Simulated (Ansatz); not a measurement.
Born–Oppenheimer molecular dynamics of CH$_{4}$BClO (8 atoms, charge 0, multiplicity 1). It starts from a relaxed structure.

These are results of RKS PBE/6-31G* in Ansatz 0.2.0, not measurements.

* ensemble: NVE (velocity Verlet)
* time step: 0.5 fs
* steps asked: 166
* starting velocities drawn for: 300 K
* masses: H 2.014 u
* seed: 641131

First frame:

```xyz
8
Properties=species:S:1:pos:R:3
B 0.018 -0.179 -0.087
Cl -0.046 -0.492 1.692
C 1.397 0.018 -0.806
H 2.032 -0.878 -0.685
H 1.270 0.218 -1.882
H 1.961 0.854 -0.353
O -1.152 -0.121 -0.780
H -1.926 -0.265 -0.197
```

(1) How far do the bonds stretch over the last three quarters of this one trajectory? (Pairs bonded in most of those frames.)

## Answers

(1) 
```
  bond  mean (Å)  spread (Å)  shortest  longest
B1–Cl2     1.810       0.045      1.75     1.89
 B1–C3     1.564       0.039      1.48     1.62
 B1–O7     1.367       0.031      1.31     1.41
 C3–H4     1.107       0.020      1.07     1.14
 C3–H5     1.103       0.011      1.08     1.12
 C3–H6     1.105       0.011      1.08     1.12
 O7–H8     0.981       0.017      0.95     1.01
```

Mean temperature of the second half: 143 K. The conserved energy stayed within 0.081 meV per atom of its start (net change 0.036 meV per atom), so the integration is sound. Over the second half the temperature averaged 0.48 of the 300 K drawn at the start: a run that starts near a minimum puts about half its kinetic energy into the potential. A run of 0.083 ps of so small a system gives no equilibrium averages.

Time of the run: 5.7 min on 1 thread of Arm Neoverse V1, on a shared host, peak memory 0.12 GiB.
